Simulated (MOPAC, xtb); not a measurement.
Torsion H3–O1–In2–H4 in H3InO (SMILES [OH][InH2]); at each angle all else is relaxed with GFN2-xTB, and the levels are single points there.
Geometry at 0° (charge 0, multiplicity 1):
```
atom    x (Å)    y (Å)    z (Å)
----  -------  -------  -------
O      1.2931  -0.4076  -0.2533
In    -0.6044  -0.1354  -0.0765
H      1.9556   0.0816   0.2319
H     -1.2410   1.0318   0.9898
H     -1.4974  -1.1594  -1.0722
```

On the grid 0° to 330°, 90° is the highest and 0° the lowest point at CCSD(T)/CBS(def2-TZVPP, def2-QZVPP).

The state that PM3, PM6 reach isn't checked.

Programs: MOPAC for PM3, PM6 (differences of heats of formation); xtb for the GFN methods. 

Q: One of these levels gives -0.36 kcal/mol for the energy at 90° less that at 0°. Which?
A. PM6
B. PM3
C. GFN2-xTB
D. GFN-FF

A: D, GFN-FF. The others give 6.62 (PM3), 0.95 (PM6), 1.35 (GFN2-xTB)
